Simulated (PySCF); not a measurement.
Delta-SCF ions had no search for a lower state. Excitations are Tamm–Dancoff values on a coarser integration grid. The basis has no diffuse functions, so Rydberg states are missing or too high.

Cartesian coordinates (Å):
SMILES: OB(O)F
```xyz
6

O     -1.2381    -0.4084    -0.2941
B      0.0048     0.0340     0.0179
O      1.0788    -0.7277    -0.3042
F      0.1707     1.2181     0.6414
H     -1.9263     0.2064    -0.0222
H      1.9100    -0.3224    -0.0388
```
Charge 0, spin multiplicity 1.

Task: What HOMO–LUMO gap, vertical ionisation energy (Delta-SCF), S1–T1 gap (TDA), dipole moment, LUMO, HOMO, S1 excitation (TDA) and total energy does PBE-D3(BJ)/def2-TZVP // r2SCAN-D4/def2-TZVP (PySCF 2.14.0) give?

Result: 
```
Quantity                                     Result
--------------------------------------  -----------
HOMO–LUMO gap                               7.50 eV
vertical ionisation energy (Delta-SCF)     12.01 eV
S1–T1 gap (TDA)                             0.25 eV
dipole moment                                1.34 D
LUMO                                       -0.40 eV
HOMO                                       -7.90 eV
S1 excitation (TDA)                         7.60 eV
total energy                            -7519.81 eV
```
